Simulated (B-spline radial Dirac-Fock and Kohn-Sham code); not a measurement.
## Dy³⁺ 4s: cross section and angular parameters

System: dysprosium as Dy³⁺ in the configuration [Xe] 4f9; threshold 440.1 eV (orbital energy of the model). The computed values come from a radial atomic solver: Dirac-Hartree-Slater photoionisation with a Latter tail; cross sections with all multipoles, angular parameters from the dipole term and its interference with E2.

Input of the calculation (task.json; shells as n, l, electrons):

```json
{"items": [{
  "Z": 66,
  "q": 3,
  "cfg": [[1, 0, 2], [2, 0, 2], [2, 1, 6], [3, 0, 2], [3, 1, 6], [3, 2, 10], [4, 0, 2], [4, 1, 6], [4, 2, 10], [4, 3, 9], [5, 0, 2], [5, 1, 6]],
  "A": 164,
  "rrms": 5.2218,
  "do": "xps",
  "hv": [53.8, 54.6, 60, 80, 83.7, 118.0, 150, 193.0, 214.0, 250.0, 270.0, 275.0, 301.0, 402.0, 743.0, 895.0, 948.0, 1150.0, 2000, 2490.0, 3670.0, 4690.0, 5414.7, 6000, 6760.0, 6950.0, 7830.0, 8047.8, 12000, 13600.0]
}]}
```

Command: `python xray2_run.py task.json out`

For linearly polarised light dσ/dΩ = σ/(4π) [1 + β P₂(cos θ) + (δ + γ cos²θ) sin θ cos φ], with θ from the polarisation vector and φ the angle between the beam and the projection of the electron momentum on the plane normal to the polarisation.

| hν (eV) | σ (kb) | β | γ |
| --- | --- | --- | --- |
| 743 | 55.7 | 1.924 | 0.535 |
| 895 | 44.2 | 1.935 | 0.508 |
| 948 | 41.0 | 1.938 | 0.496 |
| 1150 | 31.5 | 1.946 | 0.445 |
| 2000 | 13.4 | 1.960 | 0.230 |
| 2490 | 9.34 | 1.963 | 0.131 |
| 3670 | 4.72 | 1.968 | -0.033 |
| 4690 | 3.01 | 1.970 | -0.107 |
| 5414.7 | ? | ? | ? |
| 6000 | 1.90 | 1.972 | -0.140 |
| 6760 | 1.51 | 1.972 | -0.136 |
| 6950 | 1.43 | 1.972 | -0.133 |
| 7830 | 1.13 | 1.973 | -0.109 |
| 8047.8 | 1.07 | 1.973 | -0.101 |
| 12000 | 0.479 | 1.974 | 0.123 |
| 13600 | 0.369 | 1.974 | 0.238 |

Q: Give the values at Cr Kα (5414.7 eV).

A: σ = 2.30 kb, β = 1.971, γ = -0.132. For an s subshell δ is negligible.
